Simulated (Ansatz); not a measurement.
Reactions of C₄H₇FSi, SMILES `C=C[SiH](F)C=C`.

Gas-phase electronic energies from Ansatz, PBE0-D4/def2-TZVP geometries. CCSD(T)/CBS adds triple-zeta CCSD(T) − MP2 to the extrapolated MP2 energy (def2 sets, frozen cores). This one scheme is used for every species, atoms too. For atomizations the MP2-based limit and the directly extrapolated one differ by several kJ/mol either way, and by 10 to 25 for some Ge, Se and Sn compounds, so smaller differences from it don't rank the levels. No spin–orbit coupling; open shells (•) take unrestricted orbitals. Spin–orbit coupling would lower the free atoms: a little for C, F, Si. Each species was taken in one conformer, which may not be the lowest.

Problem. Order these by ΔE at CCSD(T)/CBS, lowest first. (Best estimate.)
A. `C=C[SiH](F)C=C` + `S[SiH2]Cl` → `C=C[SiH](F)S[SiH2]Cl` + `C=C`
B. `C=C[SiH](F)C=C` + H₂O → `C=C[SiH](O)F` + `C=C`
C. `C=C[SiH](F)C=C` → 4 C• + F• + 7 H• + Si•
D. `C=C[SiH](F)C=C` → `C=C1C[SiH]1CF`
E. `C=C[SiH](F)C=C` → `C=CC=C` + `F[SiH]`
F. `C=C[SiH](F)C=C` + `O[SiH3]` → `C=C[SiH](F)O[SiH3]` + `C=C`

Solution. F (-126.7 kJ/mol), B (-103.4 kJ/mol), A (-69.7 kJ/mol), E (+223.4 kJ/mol), D (+311.3 kJ/mol), C (+5372.3 kJ/mol).

Largest T1 diagnostic: 0.015, for `F[SiH]`.
